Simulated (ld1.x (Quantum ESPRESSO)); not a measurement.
u(r) = r·R(r): atom against pseudo-atom (Ir)

Columns: radius, all-electron u(r) and pseudo u(r) of the 5p shell (level -55.22 eV) of iridium in the configuration [Kr] 4d10 4f14 5s2 5p6 5d7 6s1.75 6p0.25; PBE, scalar-relativistic, TM semilocal scheme, ld1.x (Quantum ESPRESSO) 7.5.

| r (bohr) | all-electron | pseudo |
| --- | --- | --- |
| 0.070 | 0.0548 | -0.0093 |
| 0.140 | -0.3960 | -0.0370 |
| 0.210 | -0.0559 | -0.0829 |
| 0.280 | 0.4034 | -0.1463 |
| 0.350 | 0.5848 | -0.2262 |
| 0.420 | 0.4820 | -0.3211 |
| 0.490 | 0.2135 | -0.4288 |
| 0.560 | -0.1096 | -0.5457 |
| 0.630 | -0.4166 | -0.6668 |
| 0.700 | -0.6725 | -0.7854 |
| 0.770 | -0.8648 | -0.8934 |
| 0.840 | -0.9949 | -0.9827 |
| 0.910 | -1.0703 | -1.0464 |
| 0.980 | -1.1004 | -1.0800 |
| 1.050 | -1.0954 | -1.0832 |
| 1.120 | -1.0646 | -1.0592 |
| 1.190 | -1.0157 | -1.0141 |
| 1.260 | -0.9552 | -0.9549 |
| 1.330 | -0.8878 | -0.8878 |
| 1.400 | -0.8176 | -0.8176 |
| 1.470 | -0.7471 | -0.7471 |
| 1.540 | -0.6784 | -0.6784 |
| 1.610 | -0.6128 | -0.6128 |
| 1.680 | -0.5510 | -0.5510 |
| 1.750 | -0.4937 | -0.4937 |
| 1.820 | -0.4409 | -0.4409 |

How many radial nodes do the two functions have?

The all-electron 5p function has n − l − 1 = 3; the pseudo-wave has 0, since the states of the same l below it are removed with the core.

At about which radius was the pseudo-wave matched?

1.40 bohr. The columns agree to 0.0005 from 1.26 bohr on; several derivatives are matched, so the curves merge somewhat inside the radius.

Is the pseudo-wave norm-conserving?

Yes: the TM semilocal scheme keeps the norm inside the radius equal to the all-electron one, which fixes the energy derivative of the logarithmic derivative at the level.
